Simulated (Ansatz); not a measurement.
Basis sets compared for As₇⁻ (the lowest singlet isomer of a short search). Charge -1, multiplicity 1. Geometry PBE0-D4/def2-SVPD. Ansatz on 4 threads of AMD EPYC 9B45 on a shared host; times are rough, and most runs start from earlier orbitals.

| atom | x (Å) | y (Å) | z (Å) |
| --- | --- | --- | --- |
| As1 | 0.258 | -1.590 | -1.583 |
| As2 | -0.885 | -1.778 | 0.574 |
| As3 | 1.488 | 1.211 | 0.205 |
| As4 | -1.809 | 0.618 | 0.261 |
| As5 | -0.328 | 1.967 | 1.554 |
| As6 | -0.192 | 0.925 | -1.544 |
| As7 | 1.468 | -1.354 | 0.533 |

The 6-31G sets use Cartesian d functions. At HF/STO-3G the highest occupied level of the charge -1 singlet lies above zero (up to 1.01 eV). In Hartree–Fock with STO-3G the lack of diffuse functions raises the level. The structure comes from a short search, and lower isomers may exist.

```json
{"level": "HF/STO-3G", "functions": "126", "energy (Eh)": "-15465.1665", "HOMO (eV)": "1.01", "LUMO (eV)": "9.82", "wall time": "0.95 s"}
{"level": "HF/6-31G", "functions": "203", "energy (Eh)": "-15637.0681", "HOMO (eV)": "-3.54", "LUMO (eV)": "3.81", "wall time": "3.1 s"}
{"level": "PBE-D4/def2-SVP", "functions": "224", "energy (Eh)": "-15647.1744", "HOMO (eV)": "-0.49", "LUMO (eV)": "1.49", "wall time": "1.8 s"}
{"level": "PBE0-D4/def2-SVP", "functions": "224", "energy (Eh)": "-15647.6023", "HOMO (eV)": "-1.32", "LUMO (eV)": "2.02", "wall time": "6.5 s"}
```

Task: Estimate the rows for PBE-D4/def2-SVPD, PBE0-D4/def2-SVPD.

Result: 
```tsv
level	functions	energy (Eh)	HOMO (eV)	LUMO (eV)	wall time
PBE-D4/def2-SVPD	266	-15647.1919	-0.76	1.13	3.1 s
PBE0-D4/def2-SVPD	266	-15647.6172	-1.51	1.71	8 s
```
